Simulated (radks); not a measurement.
Charge is removed step by step from the 6p (averaged over the sub-levels emptied) level of neutral lead, starting from [Hg] 6p2. Calculated with a radial shooting solver on a logarithmic mesh with Libxc functionals: Dirac Kohn-Sham, BLYP, spin-unpolarised, spherical densities, finite nucleus; open shells are shared between the two j in proportion to 2j + 1; Fermi nuclear charge, rms radius 5.5012 fm.

| removed (e) | E - E(0) (eV) | eigenvalue (eV) | E minus straight line (eV) |
|---|---|---|---|
| 0 | 0.000 | -3.537 | 0.000 |
| 0.125 | 0.488 | -4.271 | -0.345 |
| 0.25 | 1.069 | -5.030 | -0.597 |
| 0.375 | 1.746 | -5.810 | -0.752 |
| 0.5 | 2.522 | -6.611 | -0.809 |
| 0.625 | 3.400 | -7.431 | -0.764 |
| 0.75 | 4.381 | -8.268 | -0.616 |
| 0.875 | 5.467 | -9.123 | -0.362 |
| 1 | 6.662 | -9.994 | 0.000 |

Removing the whole electron costs 6.662 eV by Delta-SCF, against 3.537 eV from minus the eigenvalue at the starting occupation. Slater's transition state (half an electron removed) gives 6.611 eV. Integrating minus the eigenvalue over the occupation (Janak's theorem) gives 6.662 eV. The mean slope of the eigenvalue, de/dn, is 6.46 eV per electron. Ionisation energy of Pb in the NIST Atomic Spectra Database: 7.417 eV (measured).

Beside tabulated values, note that spin-unpolarised runs miss the spin-polarisation part of the exchange energy of open shells.
